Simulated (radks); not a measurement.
Cs, 55 electrons, occupied as [Xe] 6s1 (the NIST ground configuration).

Method: Dirac Kohn-Sham, PBE, spin-unpolarised, spherical densities, finite nucleus; Fermi nuclear charge, rms radius 4.8041 fm; computed with a radial shooting solver on a logarithmic mesh with Libxc functionals.

Energy parts (hartree):
part                       energy
total                  -7789.9785
kinetic                 8295.0636
electron-nucleus      -18942.1976
Hartree                 3049.8248
exchange-correlation    -192.6694

Orbitals (lengths in bohr, moments of r in powers of bohr; <r^-3> diverges for s and p1/2):
orbital,occ.,eigenvalue (hartree),<r^-3>,<r^2>
1s1/2,2,-1314.468,-,0.0009251
2s1/2,2,-206.1137,-,0.01477
2p1/2,2,-193.9104,-,0.01089
2p3/2,4,-180.9648,5924,0.01216
3s1/2,2,-42.85068,-,0.1021
3p1/2,2,-37.75205,-,0.09687
3p3/2,4,-35.27120,1162,0.1047
3d3/2,4,-26.31152,187.9,0.08710
3d5/2,6,-25.78485,172.7,0.08935
4s1/2,2,-8.08583,-,0.5450
4p1/2,2,-6.25607,-,0.5912
4p3/2,4,-5.75011,237.6,0.6370
4d3/2,4,-2.77517,30.58,0.8039
4d5/2,6,-2.69122,27.84,0.8241
5s1/2,2,-0.98103,-,3.423
5p1/2,2,-0.53809,-,4.667
5p3/2,4,-0.47822,27.75,5.134
6s1/2,1,-0.07666,-,36.97

The highest occupied level is 6s1/2 at -2.086 eV. The electron density at the nucleus is 2.962e+05 e/bohr^3. For comparison, the ionisation energy in NIST's Atomic Spectra Database is 3.894 eV (measured). In exact Kohn-Sham theory the highest level is minus the ionisation energy, but local and semilocal functionals leave it too shallow, through self-interaction and a potential that decays too fast; potentials with the right tail come closer. The density falls to 0.001 e/bohr^3 at r = 4.72 bohr.

Beside tabulated values, note that spin-unpolarised runs miss the spin-polarisation part of the exchange energy of open shells.
